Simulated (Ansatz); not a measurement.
`COB(O)O` and `COB(N)O` differ in one atom or group.

Ansatz, PBE0-D4/def2-TZVP geometries, multiplicity 1. Each molecule was computed in one conformer, which needn't be the lowest.

```csv
property,`COB(O)O`
size of the dipole moment (B3LYP/def2-TZVPP) / D,0.27
LUMO energy (PBE0/def2-TZVPP) / eV,0.75
size of the dipole moment (PBE/def2-TZVPP) / D,0.24
HOMO–LUMO gap (B3LYP/def2-TZVPP) / eV,8.55
HOMO–LUMO gap (PBE/def2-TZVPP) / eV,6.71
size of the dipole moment (ωB97M-V/def2-TZVPP) / D,0.27
```

Q: What does the change do to each property? (Estimate.)

A: Computed: 
| property | `COB(N)O` | shift |
| --- | --- | --- |
| size of the dipole moment (B3LYP/def2-TZVPP) / D | 1.87 | 1.60 |
| LUMO energy (PBE0/def2-TZVPP) / eV | 0.86 | 0.11 |
| size of the dipole moment (PBE/def2-TZVPP) / D | 1.76 | 1.52 |
| HOMO–LUMO gap (B3LYP/def2-TZVPP) / eV | 7.83 | -0.72 |
| HOMO–LUMO gap (PBE/def2-TZVPP) / eV | 6.14 | -0.57 |
| size of the dipole moment (ωB97M-V/def2-TZVPP) / D | 1.87 | 1.60 |

With PBE0 the HOMO rises by 0.86 eV and the LUMO rises by 0.11 eV, so the gap narrows by about 0.75 eV. PBE moves the HOMO by 0.73 eV and ωB97M-V by 0.86 eV. The zero-point energy changes by 30.9 kJ/mol with +3 modes. Dipoles are sizes alone; their direction can turn.

B3LYP here is the variant with VWN-RPA as its local correlation; programs differ in this.
